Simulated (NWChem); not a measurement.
SnNH2F (SMILES [NH2][Sn][F]): how far must the basis set go?

The species is SnNH2F (5 atoms), meant as a singlet with charge 0. As SMILES, `[NH2][Sn][F]`. Geometry: relaxed at PBE0-D4/def2-TZVP. This is one conformer, not always the lowest.

```xyz
5

N    -0.3029    0.4955   -0.3933
Sn    0.3389   -0.0537    1.4232
F     0.9669   -1.7759    0.7543
H    -0.7468    1.3693   -0.6291
H    -0.2062   -0.1089   -1.1966
```

Program: NWChem 7.3.0. Method: CAM-B3LYP (core potential). Swept: basis set. Watched: the dipole moment. Each run: energy and properties. Hardware: 1 thread of Intel Xeon Platinum 8488C (Sapphire Rapids), shared host.

The last row is the best point of the sweep, not the limit.

Q: The candidates, from coarse to fine: def2-SVP; def2-SVPD; def2-TZVP; def2-TZVPD. Estimate which is the coarsest that holds the dipole moment within 0.1 D of the last.

A: def2-SVPD: it is 0.0847 D off and takes 43 s, against 4.5 min for def2-TZVPD.

```tsv
basis set	basis functions	value (D)	from the best (D)	wall time
def2-SVP	64	2.8479	-0.1574	17 s
def2-SVPD	91	3.0900	+0.0847	43 s
def2-TZVP	124	3.0021	-0.0031	2.2 min
def2-TZVPD	151	3.0052	0.0000	4.5 min
```
